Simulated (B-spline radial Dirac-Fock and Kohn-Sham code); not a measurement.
**K-shell conversion coefficients of Au against transition energy**

Calculated with a radial B-spline solver, using a Dirac-Hartree-Slater potential of the neutral atom with a Latter tail (no hole, which puts coefficients of high multipoles low close above an edge), finite nucleus with surface currents. Subshells within 1 keV of threshold and pair formation are left out.

```tsv
energy (keV)	E1	E3	E4	M1	M3	M4
87.2	0.465	0.412	0.198	8.94	124	107
90.9	0.420	0.587	0.441	7.93	121	144
100	0.332	0.890	1.15	6.02	105	190
130	0.173	0.998	2.28	2.84	52.2	146
157	0.108	0.766	2.02	1.66	28.1	86.3
166	0.0939	0.690	1.87	1.42	23.2	72.0
200	0.0591	0.462	1.31	0.841	12.0	37.3
294	0.0234	0.178	0.497	0.290	3.01	8.51
343	0.0163	0.121	0.326	0.191	1.74	4.65
406	0.0112	0.0788	0.204	0.122	0.962	2.41
478	0.00787	0.0527	0.131	0.0790	0.550	1.29
500	0.00716	0.0473	0.115	0.0701	0.473	1.09
1000	0.00186	0.00995	0.0196	0.0118	0.0535	0.0963
1330	0.00113	0.00552	0.0101	0.00573	0.0238	0.0395
1350	0.00110	0.00536	0.00976	0.00552	0.0228	0.0378
1430	0.000995	0.00477	0.00857	0.00478	0.0195	0.0319
1500	0.000918	0.00434	0.00770	0.00424	0.0171	0.0277
2000	0.000569	0.00246	0.00411	0.00207	0.00802	0.0123
```

**Question.** How fast do they fall between 1430 and 2000 keV?

**Answer.** As powers of the energy: E1 E^-1.66, E3 E^-1.98, E4 E^-2.19, M1 E^-2.50, M3 E^-2.65, M4 E^-2.84. Within one type (E or M) the higher multipoles fall faster.
